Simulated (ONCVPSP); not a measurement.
# Before and after: ONCV potential for krypton (Kr)

```json
{
 "Element": "Kr",
 "Generator": "ONCVPSP 4.0.1",
 "Type": "optimised norm-conserving Vanderbilt (ONCV)",
 "Functional": "PBE",
 "Relativity": "scalar-relativistic",
 "Frozen core": "[Ar] 3d10",
 "Valence charge": "8",
 "Reference configuration": "4s2 4p6",
 "Partial waves": "4s: rc 1.45 bohr, ncon 4, nbas 8, qcut 5.5 1/bohr, 1 projector; 4p: rc 1.20 bohr, ncon 4, nbas 8, qcut 8 1/bohr, 2 projectors, debl 2.1 Ha; d scattering state at 0.1 Ha: rc 1.20 bohr, ncon 4, nbas 7, qcut 7.8 1/bohr, 3 projectors, debl 1.3 Ha",
 "Local potential": "polynomial inside 1.20 bohr (lpopt 1, dvloc0 0 Ha)",
 "Core correction": "none"
}
```

Change: p: qcut 6.9.

Cutoffs: the cutoffs (Ha) at which the residual kinetic energy of the hardest occupied pseudo-wave falls to 1 and 0.1 mHa per electron; they do not see the model core or the augmentation charge, which bear on the density cutoff. Errors are all-electron minus pseudo energies relative to the spin-unpolarised reference configuration.

Task: How do hardness, ghosts and transferability respond?

Result: The potential gets harder (30 Ha and 129 Ha → 47 Ha and 137 Ha); both files keep a bound ghost (d, p); of the 4 tests that both files solve, the error grows in 1 and shrinks in 0 by more than 15 % and 0.3 meV (median size 9.8 → 10.2 meV).

| quantity | base | changed |
| --- | --- | --- |
| cutoff, loose | 30 Ha | 47 Ha |
| cutoff, tight | 129 Ha | 137 Ha |
| loose cutoff by channel | s 14 Ha, p 30 Ha | s 14 Ha, p 47 Ha |
| bound ghosts | p, d | p, d |
| GHOST(+) flags under 300 eV | none | none |
| error for 4s2 4p5, meV [ΔE 14.29 eV] | -4.1 | -4.2 |
| error for 4s2 4p4, meV [ΔE 39.46 eV] | -16 | -16 |
| error for 4s2 4p3, meV [ΔE 76.54 eV] | -36 | -38 |
| error for 4s1 4p6, meV [ΔE 28.80 eV] | -0.6 | -1.4 |
| s: phases at 1.47 bohr within 0.05 rad from the reference energy up to (Ha; the scan ends near 5) | 1.3 | 1.3 |
| p: phases at 1.22 bohr within 0.05 rad from the reference energy up to (Ha; the scan ends near 5) | to the end of the scan | to the end of the scan |
| d: phases at 1.22 bohr within 0.05 rad from the reference energy up to (Ha; the scan ends near 5) | to the end of the scan | to the end of the scan |

Changed file: The cutoffs count occupied waves only; projector 2 of the p channel, the hardest unoccupied one, needs 119 Ha at the loose tolerance. A true bound ghost makes a file unfit for plane-wave use even where its test errors are small: the radial tests pick states by their node count and pass the ghost by.
